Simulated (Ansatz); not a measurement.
Start from `[CH3][Zr]12345678([Cl])([C@H]9[C@@H]1[C@@H]2[C@@H]3[C@H]94)[C@H]1[C@@H]5[C@@H]6[C@@H]7[C@H]18` and change one atom or group to get `[Cl][Zr]12345678([Cl])([C@H]9[C@@H]1[C@@H]2[C@@H]3[C@H]94)[C@H]1[C@@H]5[C@@H]6[C@@H]7[C@H]18`.

Ansatz, PBE0-D4/def2-TZVP geometries, multiplicity 1. 

Elements past krypton have def2 core potentials.

```json
{"property": "HOMO energy (B3LYP/def2-TZVPP) / eV", "`[CH3][Zr]12345678([Cl])([C@H]9[C@@H]1[C@@H]2[C@@H]3[C@H]94)[C@H]1[C@@H]5[C@@H]6[C@@H]7[C@H]18`": "-6.65"}
{"property": "HOMO energy (PBE0/def2-TZVPP) / eV", "`[CH3][Zr]12345678([Cl])([C@H]9[C@@H]1[C@@H]2[C@@H]3[C@H]94)[C@H]1[C@@H]5[C@@H]6[C@@H]7[C@H]18`": "-6.87"}
{"property": "LUMO energy (PBE0/def2-TZVPP) / eV", "`[CH3][Zr]12345678([Cl])([C@H]9[C@@H]1[C@@H]2[C@@H]3[C@H]94)[C@H]1[C@@H]5[C@@H]6[C@@H]7[C@H]18`": "-1.38"}
{"property": "HOMO–LUMO gap (PBE0/def2-TZVPP) / eV", "`[CH3][Zr]12345678([Cl])([C@H]9[C@@H]1[C@@H]2[C@@H]3[C@H]94)[C@H]1[C@@H]5[C@@H]6[C@@H]7[C@H]18`": "5.49"}
{"property": "size of the dipole moment (ωB97M-V/def2-TZVPP) / D", "`[CH3][Zr]12345678([Cl])([C@H]9[C@@H]1[C@@H]2[C@@H]3[C@H]94)[C@H]1[C@@H]5[C@@H]6[C@@H]7[C@H]18`": "3.49"}
{"property": "HOMO–LUMO gap (ωB97M-V/def2-TZVPP) / eV", "`[CH3][Zr]12345678([Cl])([C@H]9[C@@H]1[C@@H]2[C@@H]3[C@H]94)[C@H]1[C@@H]5[C@@H]6[C@@H]7[C@H]18`": "9.51"}
```

(1) Give the same properties after the change, and the shifts. (An estimate is asked.)

Results:

(1) Ansatz gave: 
```
                                          property  `[Cl][Zr]12345678([Cl])([C@H]9[C@@H]1[C@@H]2[C@@H]3[C@H]94)[C@H]1[C@@H]5[C@@H]6[C@@H]7[C@H]18`  shift
               HOMO energy (B3LYP/def2-TZVPP) / eV                                                                                           -6.76  -0.11
                HOMO energy (PBE0/def2-TZVPP) / eV                                                                                           -6.98  -0.11
                LUMO energy (PBE0/def2-TZVPP) / eV                                                                                           -1.77  -0.39
              HOMO–LUMO gap (PBE0/def2-TZVPP) / eV                                                                                            5.21  -0.28
size of the dipole moment (ωB97M-V/def2-TZVPP) / D                                                                                            4.58   1.09
           HOMO–LUMO gap (ωB97M-V/def2-TZVPP) / eV                                                                                            9.21  -0.30
```

With PBE0 the HOMO falls by 0.11 eV and the LUMO falls by 0.39 eV, so the gap narrows by about 0.28 eV. PBE moves the HOMO by -0.11 eV and ωB97M-V by -0.09 eV. Dipoles are sizes alone; their direction can turn.

B3LYP here is the variant with VWN-RPA as its local correlation; programs differ in this.

Positive LUMOs are unbound, so they and the gaps depend on the basis.
